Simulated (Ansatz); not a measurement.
Species: H$_{2}$FGaO$_{2}$, SMILES `[OH][Ga]([OH])[F]` (H–O–Ga–F torsion 0°, F–Ga–O–H torsion -180°) (charge 0, multiplicity 1), formula H$_{2}$FGaO$_{2}$.

Q: How many basis functions does frozen-core CCSD(T)/cc-pVTZ // PBE0-D4/def2-TZVP in Ansatz (a first-principles code) use, how many core orbitals are frozen, and how many electrons are correlated?

A: 161 basis functions and 12 frozen orbitals, which leaves 34 correlated electrons (filled d shells below the valence shell are correlated). Core time is of the order of minutes.
